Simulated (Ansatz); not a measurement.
The cluster Mo₂P₂⁺. Total charge 1; doublet. Geometry r2SCAN-D4/def2-SVP.

Cartesian coordinates in Å:
```
Mo -1.129 -0.343 -0.335
Mo 0.907 0.579 -0.591
P -0.513 1.409 1.003
P 0.735 -1.645 -0.077
```

In the def2 sets Mo takes a core potential; there is no spin–orbit coupling. At PBE0-D4/def2-TZVP the relaxed charge 1 doublet is spin-contaminated (final ⟨S²⟩ up to 0.93, 0.75 for a pure state). The structure comes from a short search, and lower isomers may exist.

Task: Estimate the α-spin orbital energies around the gap (eV) in Ansatz with PBE-D4/def2-TZVP, PBE0-D4/def2-TZVP.

Result: 
```json
{"orbital": "HOMO−5", "PBE-D4/def2-TZVP": "-11.94", "PBE0-D4/def2-TZVP": "-12.91"}
{"orbital": "HOMO−4", "PBE-D4/def2-TZVP": "-11.46", "PBE0-D4/def2-TZVP": "-12.47"}
{"orbital": "HOMO−3", "PBE-D4/def2-TZVP": "-11.39", "PBE0-D4/def2-TZVP": "-12.41"}
{"orbital": "HOMO−2", "PBE-D4/def2-TZVP": "-11.20", "PBE0-D4/def2-TZVP": "-12.01"}
{"orbital": "HOMO−1", "PBE-D4/def2-TZVP": "-10.31", "PBE0-D4/def2-TZVP": "-11.17"}
{"orbital": "HOMO", "PBE-D4/def2-TZVP": "-9.38", "PBE0-D4/def2-TZVP": "-10.66"}
{"orbital": "LUMO", "PBE-D4/def2-TZVP": "-8.57", "PBE0-D4/def2-TZVP": "-7.64"}
{"orbital": "LUMO+1", "PBE-D4/def2-TZVP": "-8.38", "PBE0-D4/def2-TZVP": "-7.60"}
{"orbital": "LUMO+2", "PBE-D4/def2-TZVP": "-8.35", "PBE0-D4/def2-TZVP": "-7.46"}
{"orbital": "LUMO+3", "PBE-D4/def2-TZVP": "-8.04", "PBE0-D4/def2-TZVP": "-7.09"}
{"orbital": "LUMO+4", "PBE-D4/def2-TZVP": "-7.51", "PBE0-D4/def2-TZVP": "-6.63"}
{"orbital": "LUMO+5", "PBE-D4/def2-TZVP": "-7.18", "PBE0-D4/def2-TZVP": "-6.54"}
{"orbital": "β HOMO", "PBE-D4/def2-TZVP": "-10.01", "PBE0-D4/def2-TZVP": "-10.67"}
{"orbital": "β LUMO", "PBE-D4/def2-TZVP": "-8.58", "PBE0-D4/def2-TZVP": "-7.75"}
```
